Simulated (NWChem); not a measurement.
# GeS, singlet; SMILES [S]=[Ge]

Computed with NWChem. Pople sets run with spherical d functions. Low-valent species are run as closed-shell singlets; no triplet was tried in these runs. Each level has its own optimisation; frequencies are unscaled.

```csv
level,basis functions,r Ge–S (Å),highest harmonic frequency (cm⁻¹),zero-point energy (kcal/mol),dipole (D)
PBE/STO-3G,27,1.860,677,1.0,0.45
PBE/3-21G,35,2.114,511,0.7,2.72
PBE/6-31G*,50,2.050,551,0.8,1.97
PBE/6-311G**,70,2.046,550,0.8,2.32
PBE/def2-TZVPD,100,2.039,565,0.8,2.08
```
